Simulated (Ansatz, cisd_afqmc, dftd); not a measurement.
System: SiHCl3, charge 0, singlet. SiHCl3 (SMILES Cl[SiH](Cl)Cl).
B3LYP-D3(BJ)/def2-TZVP minimum from Ansatz (a quantum-chemistry and plane-wave program):
```xyz
5

Si     0.0266    -0.0211     0.5007
Cl    -1.2678    -1.4491    -0.1705
Cl    -0.6385     1.8233    -0.0658
Cl     1.8782    -0.3519    -0.2914
H      0.1042    -0.0828     1.9607
```

Property: atomisation energy (electronic, to ground-state atoms), in kcal/mol. Radicals and triplets start from unrestricted determinants; spin-orbit coupling is neglected. Cores are frozen in correlated methods. Rows without X2C or -DK are non-relativistic. The Monte Carlo rows (phaseless AFQMC, CISD trial, step 0.005/hartree) carry one-sigma bars that omit the constraint's bias. Outlying blocks are dropped, and bars are widened where a walk drifts. Over all cases where full CI ran beside it in this data, AFQMC minus full CI had a median of +0.1 mEh and passed +0.4 mEh in a tenth of the cases. CBS(X,Y): correlation extrapolated as X^-3, Hartree-Fock from the larger set (Q,5: extrapolated as (X+1)exp(-9√X)). A bracket is a step between two methods taken in the basis named. Functionals run without relativity, which enters their misses. 'core' is core correlation in cc-pwCVTZ (1s frozen past Ne), 'X2C' scalar relativity in cc-pVTZ-DK, both at CCSD(T). For partners of very few electrons the exact lower level stands in for a higher one.

```csv
level,program,atomisation energy (kcal/mol),difference against the last row
HF/cc-pV(T+d)Z,Ansatz,279.2,-95.4
HF/cc-pV(5+d)Z,Ansatz,280.3,-94.3
PBE-D3(BJ)/def2-TZVPD,Ansatz + dftd3,373.8,-0.8
B3LYP-D4/def2-TZVPD,Ansatz + dftd4,363.0,-11.6
r2SCANh-D4/def2-TZVPD,Ansatz + dftd4,373.0,-1.6
CAM-B3LYP-D3(BJ)/def2-TZVPD,Ansatz + dftd3,364.0,-10.6
CAM-B3LYP-D4/def2-TZVPD,Ansatz + dftd4,364.0,-10.6
CAM-B3LYP/def2-TZVPD,Ansatz,360.2,-14.4
MP2/cc-pV(5+d)Z,Ansatz,386.1,11.5
"CCSD/CBS(cc-pV(Q+d)Z,cc-pV(5+d)Z)",Ansatz,366.4,-8.2
CCSD(T)/cc-pV(Q+d)Z,Ansatz,367.7,-6.9
AFQMC/CISD/cc-pV(T+d)Z,cisd_afqmc,357.6 ± 0.4,-17.0
"CCSD(T)/CBS(cc-pV(Q+d)Z,cc-pV(5+d)Z) + [AFQMC/CISD - CCSD(T)]/cc-pV(Q+d)Z + core + X2C",Ansatz + cisd_afqmc,375.3 ± 0.3,0.7
"CCSD(T)/CBS(cc-pV(Q+d)Z,cc-pV(5+d)Z) + [CCSDT(Q) - CCSD(T)]/cc-pV(D+d)Z + core + X2C",Ansatz,374.6,0.0
```
